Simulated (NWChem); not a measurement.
System: BH, singlet; SMILES [BH]

Input file for NWChem:

```
start job
memory heap 200 mb stack 900 mb global 1100 mb
geometry units angstroms noautosym nocenter noautoz
  B      0.000000     0.000000     0.237857
  H      0.000000     0.000000    -1.014396
end
basis spherical
  B library def2-tzvp
  H library def2-tzvp
end
dft
  xc hfexch
  iterations 150
end
property
  efieldgrad
end
task dft property
```

Low-valent species are run as closed-shell singlets; no triplet was tried in these runs. All runs use the structure optimised with PBE0/def2-SVP.

Vzz is the largest principal value of the second derivative of the potential at the nucleus (NWChem prints the opposite sign); η is the asymmetry. Non-relativistic.

Atoms are numbered as in the input.

### Question
Predict the main results of this run. (Hartree-Fock/def2-TZVP.) Quantities: Vzz B1 (a.u.); η B1.

### Answer
```json
{
  "Vzz B1 (a.u.)": "-0.731",
  "η B1": "0.00"
}
```
